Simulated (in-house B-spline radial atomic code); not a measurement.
Br⁷⁺. Computed with a B-spline radial atomic code. Model: all-electron spherical atom, spin shells full or empty, radial basis limit, no spin-orbit coupling, Breit or QED, empty-state partial waves extrapolated as (l+1/2)^-4, RPA, G0W0 and static COHSEX of the highest shell as one setting changes (uncorrelated shells keep exact exchange).

Given: element Br; charge 7; filled core Ar; hamiltonian one-electron scalar X2C; mean-field start PBE; highest l of empty states 9; nuclear rms radius 4.1629 fm; highest mean-field shell 3d.

Shell: 3d 5 5 (electrons up and down).

| lowest nl shells left uncorrelated | RPA correlation energy (hartree) | G0W0 level (eV) | G0W0 minus most complete (meV) | COHSEX level (eV) | linearised minus solved G0W0 (meV) |
| --- | --- | --- | --- | --- | --- |
| 0 | -2.1471 | -193.37 | 0 | -198.47 | -44.6 |
| 1 | -1.9924 | -193.37 | 0.7 | -198.47 | -44.6 |
| 2 | -1.8108 | -193.34 | 30 | -198.45 | -44.4 |
| 3 | ? | ? | ? | ? | ? |
| 4 | ? | ? | ? | ? | ? |
| 5 | -0.60534 | -194.28 | -911 | -198.74 | -54.5 |

**Question.** What follows for lowest nl shells left uncorrelated = 4?

**Answer.** RPA correlation energy -1.119 hartree; G0W0 level -193.35 eV; G0W0 minus most complete 24.4 meV; COHSEX level -198.39 eV; linearised minus solved G0W0 -45.6 meV.

**Question.** What follows for lowest nl shells left uncorrelated = 3?

**Answer.** RPA correlation energy -1.3069 hartree; G0W0 level -193.26 eV; G0W0 minus most complete 111.3 meV; COHSEX level -198.46 eV; linearised minus solved G0W0 -44 meV.
